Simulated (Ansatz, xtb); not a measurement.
## Isomers of C5H6OS in order of energy

6 gas-phase structures of C5H6OS, from a drawn sample of its isomers (lower ones may exist). Each was relaxed with GFN2-xTB:

A. `Cc1ccc(O)s1`, a singlet
B. `Cc1csc(O)c1`, a singlet
C. `Cc1sccc1O`, a singlet
D. `Cc1cscc1O`, a singlet
E. `Cc1ccsc1O`, a singlet
F. `Cc1cc(O)cs1`, a singlet

Make a reasoned guess at their ranking by r2SCAN-D4/def2-SVP single-point energy.

Calculated order at r2SCAN-D4/def2-SVP: D (0.0), C (0.1), F (0.3), B (2.1), A (2.5), E (2.9) kcal/mol. Less than 1 kcal/mol parts D and C; C and F; B and A; A and E, so the order within those pairs means little.

Energies above the lowest of each column, in kcal/mol; the last columns are at B3LYP/def2-SVP geometries:

```json
{"structure": "D", "GFN2-xTB": "0.0", "HF/STO-3G": "2.2", "r2SCAN-D4/def2-SVP": "0.0", "B3LYP/def2-SVP": "0.0", "CCSD(T)/def2-SVP + ΔMP2/def2-TZVPP": "0.0"}
{"structure": "C", "GFN2-xTB": "1.0", "HF/STO-3G": "2.5", "r2SCAN-D4/def2-SVP": "0.1", "B3LYP/def2-SVP": "0.1", "CCSD(T)/def2-SVP + ΔMP2/def2-TZVPP": "0.5"}
{"structure": "F", "GFN2-xTB": "0.3", "HF/STO-3G": "1.7", "r2SCAN-D4/def2-SVP": "0.3", "B3LYP/def2-SVP": "0.1", "CCSD(T)/def2-SVP + ΔMP2/def2-TZVPP": "0.8"}
{"structure": "B", "GFN2-xTB": "1.1", "HF/STO-3G": "0.0", "r2SCAN-D4/def2-SVP": "2.1", "B3LYP/def2-SVP": "1.6", "CCSD(T)/def2-SVP + ΔMP2/def2-TZVPP": "2.9"}
{"structure": "A", "GFN2-xTB": "0.8", "HF/STO-3G": "2.9", "r2SCAN-D4/def2-SVP": "2.5", "B3LYP/def2-SVP": "2.4", "CCSD(T)/def2-SVP + ΔMP2/def2-TZVPP": "3.8"}
{"structure": "E", "GFN2-xTB": "2.0", "HF/STO-3G": "1.4", "r2SCAN-D4/def2-SVP": "2.9", "B3LYP/def2-SVP": "2.5", "CCSD(T)/def2-SVP + ΔMP2/def2-TZVPP": "3.4"}
```

CCSD(T)/def2-SVP + ΔMP2/def2-TZVPP puts D lowest, with C and F within 1 kcal/mol; HF/STO-3G picks B. CCSD(T)/def2-SVP + ΔMP2/def2-TZVPP orders those it was run on as D (0.0), C (0.5), F (0.8), B (2.9), E (3.4), A (3.8) kcal/mol. Less than 1 kcal/mol parts D and C; C and F; B and E; E and A, so the order within those pairs means little. Flexible structures stand in one conformer each, not always the lowest. ΔMP2 is the change of the MP2 energy from the smaller to the larger basis.

Over these structures GFN2-xTB departs from r2SCAN-D4/def2-SVP by 0.8 kcal/mol on average once a common shift is removed. A GFN2-xTB relaxation took about 0.054 s and the r2SCAN-D4/def2-SVP energy about 2.5 s on a shared host (Ansatz 0.2.0, xtb 6.7.1).
